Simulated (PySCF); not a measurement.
Compound: C₄H₁₂BN.
Atom-mapped SMILES: `[CH3:1][NH:2][BH:3][CH:4]([CH3:5])[CH3:6]` (hydrogens: H7, H8, H9 on C1; H10 on N2; H11 on B3; H12 on C4; H13, H14, H15 on C5; H16, H17, H18 on C6)

Cartesian coordinates in Å at the PBE0-D3(BJ)/def2-SVP level; atoms count from 1:
```
atom  x, y, z in Å
C1     2.8443   -0.3111    0.6745
N2     1.4399   -0.5080    0.4224
B3     0.3708    0.1482    1.0261
C4    -1.1393   -0.1648    0.6568
C5    -1.3320   -1.2602   -0.3876
C6    -1.8648    1.1238    0.2575
H7     3.3330   -1.2330    1.0346
H8     2.9712    0.4609    1.4453
H9     3.3845    0.0203   -0.2292
H10    1.2418   -1.2121   -0.2815
H11    0.6329    0.9919    1.8621
H12   -1.5968   -0.5109    1.6058
H13   -2.3987   -1.4667   -0.5753
H14   -0.8900   -0.9719   -1.3575
H15   -0.8685   -2.2120   -0.0794
H16   -1.4556    1.5370   -0.6801
H17   -2.9416    0.9505    0.0927
H18   -1.7642    1.9032    1.0286
```

Computed with PySCF, PBE0-D3(BJ)/def2-SVP geometry optimisation, gas phase.

Take the most abundant isotopes and a rigid rotor. The values belong to one conformer with, in the numbering `[CH3:1][NH:2][BH:3][CH:4]([CH3:5])[CH3:6]`, C1–N2–B3–C4 180°, N2–B3–C4–C5 1°.

**Question.** Give the principal moments of inertia and the rotational constants in GHz.

**Answer.** Ia = 75.18, Ib = 284.05, Ic = 331.76 u·Å²; 505379 MHz·u·Å²/I gives 6722, 1779 and 1523 MHz, that is A = 6.7219, B = 1.7792, C = 1.5233 GHz.

**Question.** What kind of rotor is it?

**Answer.** A near-prolate asymmetric top: κ = (2 × 1779 − 6722 − 1523)/(6722 − 1523) = -0.90.

**Question.** Is it planar, by Δ = Ic − Ia − Ib?

**Answer.** Not planar: Δ = Ic − Ia − Ib = -27.47 u·Å². For a rigid frame Δ = −2 Σ m c², so Σ m c² = 13.74 u·Å² lies off the ab plane: 8.29 from hydrogen and 5.45 from heavier atoms. The atom farthest from that plane is 1.47 Å away.

**Question.** Where do the levels up to J = 4 lie, in MHz?

**Answer.** Above 0(0,0):
J = 1: 1(0,1) 3303, 1(1,1) 8245, 1(1,0) 8501
J = 2: 2(0,2) 9898, 2(1,2) 14594, 2(1,1) 15362, 2(2,1) 30190, 2(2,0) 30200
J = 3: 3(0,3) 19767, 3(1,3) 24112, 3(1,2) 25647, 3(2,2) 40098, 3(2,1) 40146, 3(3,1) 65457, 3(3,0) 65457
J = 4: 4(0,4) 32881, 4(1,4) 36792, 4(1,3) 39349, 4(2,3) 53301, 4(2,2) 53445, 4(3,2) 78686, 4(3,1) 78688, 4(4,1) 114164, 4(4,0) 114164
Those of J = 1 are B + C, A + C and A + B.

**Question.** Which types of transition are allowed, and where do some lines up to J = 5 fall?

**Answer.** The dipole components are |μa| = 1.20 D, |μb| = 1.11 D, |μc| = 0.48 D. The squared components, which scale the intensities, stand as 1.00 : 0.86 : 0.16 (a : b : c). Some lines, for components of 0.1 D or more:

```json
{"type": "a", "branch": "Q", "J(Ka,Kc)": "3(1,2) ← 3(1,3)", "MHz": "1535", "lower level (cm⁻¹)": "0.804"}
{"type": "c", "branch": "Q", "J(Ka,Kc)": "5(1,5) ← 5(0,5)", "MHz": "3421", "lower level (cm⁻¹)": "1.641"}
{"type": "c", "branch": "Q", "J(Ka,Kc)": "2(1,2) ← 2(0,2)", "MHz": "4697", "lower level (cm⁻¹)": "0.330"}
{"type": "b", "branch": "R", "J(Ka,Kc)": "3(0,3) ← 2(1,2)", "MHz": "5173", "lower level (cm⁻¹)": "0.487"}
{"type": "b", "branch": "Q", "J(Ka,Kc)": "1(1,0) ← 1(0,1)", "MHz": "5199", "lower level (cm⁻¹)": "0.110"}
{"type": "b", "branch": "Q", "J(Ka,Kc)": "3(1,2) ← 3(0,3)", "MHz": "5880", "lower level (cm⁻¹)": "0.659"}
{"type": "a", "branch": "R", "J(Ka,Kc)": "2(0,2) ← 1(0,1)", "MHz": "6595", "lower level (cm⁻¹)": "0.110"}
{"type": "a", "branch": "R", "J(Ka,Kc)": "3(2,1) ← 2(2,0)", "MHz": "9946", "lower level (cm⁻¹)": "1.007"}
{"type": "a", "branch": "R", "J(Ka,Kc)": "4(2,3) ← 3(2,2)", "MHz": "13203", "lower level (cm⁻¹)": "1.338"}
{"type": "a", "branch": "R", "J(Ka,Kc)": "4(2,2) ← 3(2,1)", "MHz": "13299", "lower level (cm⁻¹)": "1.339"}
{"type": "b", "branch": "Q", "J(Ka,Kc)": "4(2,2) ← 4(1,3)", "MHz": "14096", "lower level (cm⁻¹)": "1.313"}
{"type": "c", "branch": "Q", "J(Ka,Kc)": "3(2,2) ← 3(1,2)", "MHz": "14450", "lower level (cm⁻¹)": "0.856"}
{"type": "c", "branch": "R", "J(Ka,Kc)": "3(1,2) ← 2(0,2)", "MHz": "15749", "lower level (cm⁻¹)": "0.330"}
{"type": "b", "branch": "Q", "J(Ka,Kc)": "4(2,3) ← 4(1,4)", "MHz": "16509", "lower level (cm⁻¹)": "1.227"}
{"type": "b", "branch": "R", "J(Ka,Kc)": "4(1,4) ← 3(0,3)", "MHz": "17025", "lower level (cm⁻¹)": "0.659"}
{"type": "b", "branch": "R", "J(Ka,Kc)": "2(2,1) ← 1(1,0)", "MHz": "21689", "lower level (cm⁻¹)": "0.284"}
{"type": "c", "branch": "R", "J(Ka,Kc)": "2(2,0) ← 1(1,0)", "MHz": "21699", "lower level (cm⁻¹)": "0.284"}
{"type": "b", "branch": "Q", "J(Ka,Kc)": "5(3,2) ← 5(2,3)", "MHz": "25111", "lower level (cm⁻¹)": "2.339"}
{"type": "c", "branch": "Q", "J(Ka,Kc)": "4(3,2) ← 4(2,2)", "MHz": "25241", "lower level (cm⁻¹)": "1.783"}
{"type": "b", "branch": "Q", "J(Ka,Kc)": "4(3,1) ← 4(2,2)", "MHz": "25243", "lower level (cm⁻¹)": "1.783"}
{"type": "b", "branch": "R", "J(Ka,Kc)": "5(2,4) ← 4(1,3)", "MHz": "30443", "lower level (cm⁻¹)": "1.313"}
{"type": "c", "branch": "R", "J(Ka,Kc)": "5(2,3) ← 4(1,3)", "MHz": "30776", "lower level (cm⁻¹)": "1.313"}
{"type": "b", "branch": "R", "J(Ka,Kc)": "5(2,3) ← 4(1,4)", "MHz": "33334", "lower level (cm⁻¹)": "1.227"}
{"type": "b", "branch": "Q", "J(Ka,Kc)": "4(4,0) ← 4(3,1)", "MHz": "35476", "lower level (cm⁻¹)": "2.625"}
{"type": "c", "branch": "R", "J(Ka,Kc)": "5(3,2) ← 4(2,2)", "MHz": "41791", "lower level (cm⁻¹)": "1.783"}
```

**Question.** Estimate the classical rotational partition function at 10 K, 50 K and 100 K.

**Answer.** Point group C1, symmetry number σ = 1; q = (√π/σ)·√((kT/h)³/(ABC)), k/h = 20836.6 MHz/K: 1250 at 10 K, 14000 at 50 K, 39500 at 100 K.

No frequency check. Zero-point vibration and centrifugal distortion are left out. A rigid rotor knows nothing of internal rotation, which can split or shift real lines. Quadrupole hyperfine structure (11B, 14N) is left out.

Hardware: an Arm Neoverse V1 with one thread, shared host. Cost: 68 s. These figures are those of the optimisation.
